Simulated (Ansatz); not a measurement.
Isolated molecules relaxed with PBE0-D4/def2-TZVP in Ansatz; ΔE leaves out vibrations. CBS: MP2 limit from def2 TZ/QZ plus the TZ coupled-cluster correction, frozen cores. DFT in def2-TZVPP. def2 core potentials past Kr. For Sn outer-core shells are correlated without core-valence functions, which leaves a few kJ/mol of doubt a bond. One conformer a species, not always the lowest.

`C[NH][SnH]([F])[Cl]` + `CCNC` → `CC[N](C)[SnH]([F])[Cl]` + CH₃NH₂  (ligand exchange at the Sn–N bond)

```csv
species,r2SCANh energy (Eh)
`C[NH][SnH]([F])[Cl]`,-870.31279
`CCNC`,-174.42813
`CC[N](C)[SnH]([F])[Cl]`,-948.90897
CH₃NH₂,-95.83146
```

Work out ΔE.

ΔE = (-948.90897) + (-95.83146) − (-870.31279) − (-174.42813) = 0.00049 Eh = +1.3 kJ/mol. CCSD(T)/CBS gives -5.8 kJ/mol.

Largest T1 diagnostic among the species: 0.013.

In def2-TZVPP, CCSD(T) changes the Hartree–Fock value by −17.8 kJ/mol (the triples alone add −2.9 kJ/mol) and MP2 by −20.4 kJ/mol. Leaving LDA and LC-ωPBE aside and taking each functional with its dispersion term where it has one, the values, not all of them listed here, spread over 6.3 kJ/mol, from revPBE-D4 to B2PLYP. LDA lies −8.6 kJ/mol from PBE without D4.
